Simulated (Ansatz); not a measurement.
The same path of C$_{2}$H$_{7}$AlNSb (12 atoms, charge 0, multiplicity 1) was run 3 times with different band settings. The coordinate that changes most is the dihedral C4–C2–Al3–H9.

All numbers below come from RKS PBE-D4/def2-SVP (Ansatz 0.2.0).

Relaxed end points:

```xyz
12
Properties=species:S:1:pos:R:3
N -0.694 1.337 0.464
C 0.300 0.457 0.090
Al 2.123 0.485 0.814
C 0.124 -0.602 -0.770
Sb -1.730 -1.134 -1.771
H -0.554 1.884 1.313
H -1.670 1.051 0.310
H 3.223 -0.423 0.094
H 2.457 1.356 2.125
H 0.999 -1.200 -1.074
H -1.767 -2.733 -1.086
H -2.734 -0.532 -0.475
```

```xyz
12
Properties=species:S:1:pos:R:3
N -0.695 1.343 0.460
C 0.300 0.463 0.086
Al 2.121 0.482 0.815
C 0.123 -0.596 -0.772
Sb -1.733 -1.130 -1.768
H -0.553 1.889 1.311
H -1.670 1.053 0.313
H 2.450 1.334 2.138
H 3.223 -0.417 0.087
H 0.998 -1.193 -1.080
H -1.756 -2.736 -1.099
H -2.731 -0.547 -0.458
```

Common settings: spring 5.0 eV/Å²; optimiser quadratic models (default); start path through a guess of the saddle point; end points relaxed.

| run | movable images | climbing image | force threshold | iteration limit |
| --- | --- | --- | --- | --- |
| 1 | 9 | yes | 0.05 eV/Å | 57 |
| 2 | 1 | no | 0.05 eV/Å | 60 |
| 3 | 9 | yes | 0.2 eV/Å | 60 |

**Question.** What does each run give, and how far can it be trusted?

**Answer.** Run 1: converged after 29 iterations, highest image 0.127 eV above the first end. Beside the main top the profile has a ripple of under 15 meV (maxima at images 4, 7), which may be a very shallow well or noise. A vibrational analysis at the climbing image gives 2 clearly imaginary modes (203i, 42i cm⁻¹): a point of higher order, so a lower path passes nearby.
Run 2: converged after 20 iterations, highest image 0.037 eV above the first end. The dihedral C4–C2–Al3–H9 jumps by 93° between images 0 and 1, so the path isn't resolved there. No image climbed, so the highest image needn't sit at the top of the path. A band with more images between the same ends climbed to 0.13 eV, so this one has probably stepped over the top. So few images can step over the top or miss a turn of the path.
Run 3: converged after 10 iterations, highest image 0.169 eV above the first end. The threshold of 0.2 eV/Å is loose, so the images may lie well off the minimum-energy path. The order of the stationary point at the top wasn't checked.
